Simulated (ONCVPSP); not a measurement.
# Scattering properties, ONCV potential for Ho (Z = 67)

ONCVPSP 4.0.1 input, shortened (lines: element, Z, core and valence counts, functional; n l f; lmax; l rc ep ncon nbas qcut; lloc lpopt rc5 dvloc0; l nproj debl; icmod fcfact rcfact), PBE, fully relativistic:

```
  Ho 67.00   12    2        4      upf
    1    0    2.00
    2    0    2.00
    2    1    6.00
    3    0    2.00
    3    1    6.00
    3    2   10.00
    4    0    2.00
    4    1    6.00
    4    2   10.00
    4    3   10.00
    5    0    2.00
    5    1    6.00
    5    2    1.00
    6    0    2.00
    2
    0    3.50    0.00    3    7    1.60
    1    3.50    0.17    3    7    2.30
    2    3.50    0.00    5   10    3.70
    4    5    2.35    1.00
    0    2    3.90
    1    2    0.40
    2    1    3.50
    3    2.50    1.30
```

Open shells are filled in proportion to 2j + 1.

In the p channel the program set the typed energies aside and used 0.050, 0.450 Ha (j = l + 1/2; the other j can differ).

The phase is arctan(r·R′/R) of the radial function R(r), unwrapped; energies in Ha, scanned from -2 to 5 Ha. A pole is an energy at which the radial function vanishes at the test radius. The pseudo phase is shifted by a multiple of π to meet the all-electron one at the reference energy, and phase errors are pseudo minus all-electron; the curves can meet again beyond the range given. Levels narrower than the energy grid can be missing from the lists of poles.

```tsv
channel	radius (bohr)	reference energy (Ha)	poles, all-electron	poles, pseudo	unbroken range about the reference energy with phases within 0.05 rad	phase error 1 Ha above the reference energy (rad)
s	3.54	-0.16	0.39, 2.83	0.45, 1.81, 3.39	below 0.9	-0.029
p3/2	3.54	0.05	-1.00, 0.89, 3.50	0.86, 1.30, 3.52	-0.9 to 1.0	-0.116
p1/2	3.54	0.05	-1.20, 0.77, 3.30	0.76, 1.51, 3.57	-1.1 to 1.1	-0.025
d5/2	3.54	-0.08	0.09, 1.74, 4.48	0.09, 1.99, 4.89	below 0.4	+0.141
d3/2	3.54	-0.09	0.06, 1.70, 4.43	0.07, 1.97, 4.89	below 0.4	+0.139
```

Note: no bound ghost flagged; GHOST(+) flagged for p3/2 at 31.1 eV.

Phases in the d3/2 channel:

```
E (Ha)  all-electron  pseudo
 -1.98         1.403   1.403
 -1.62         1.382   1.382
 -1.26         1.349   1.349
 -0.90         1.292   1.293
 -0.54         1.152   1.155
 -0.18        -0.281  -0.274
  0.18        -1.729  -1.717
  0.54        -2.570  -2.352
  0.90        -4.332  -4.185
  1.26        -4.593  -4.536
  1.62        -4.694  -4.647
  1.98        -4.772  -4.714
  2.34        -4.883  -4.774
  2.70        -5.342  -4.858
  3.06        -7.436  -5.111
  3.42        -7.703  -7.159
  3.78        -7.782  -7.664
  4.14        -7.826  -7.766
  4.50        -7.861  -7.816
  4.86        -7.895  -7.851
```
